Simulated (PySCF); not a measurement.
## Radial density of Ni (nickel, neutral)

r2SCAN0, [Ar] 3d7 4s2 5s1, 5s spin antiparallel (an excited configuration). All numbers are calculated (PySCF 2.14, no relativity, point nucleus, in aug-cc-pwCVTZ).

```
r (bohr)  4πr²ρ (e/bohr)  4πr²(ρα − ρβ)
0.000960          0.1639         0.0000
 0.00161          0.4470         0.0000
 0.00271           1.189         0.0000
 0.00457           3.034         0.0000
 0.00768           7.211        -0.0001
  0.0129           15.24        -0.0002
  0.0217           26.47        -0.0006
  0.0365           33.68        -0.0012
  0.0615           29.22        -0.0003
   0.103           28.64         0.0283
   0.174           38.34         0.2700
   0.293           22.49         1.3156
   0.492           17.94         3.0880
   0.828           16.38         2.8485
    1.39           4.123         0.8974
    2.34           1.240         0.0579
    3.94          0.2337        -0.0295
    6.63          0.1804        -0.1761
    11.1         0.05208        -0.0521
    18.7       0.0001507        -0.0002
```

The outer electron is Rydberg-like, and this basis confines it to a smaller radius and binds it less than a complete one would. With the s spin flipped the determinant is a mixture of two multiplicities, not a spectroscopic state.
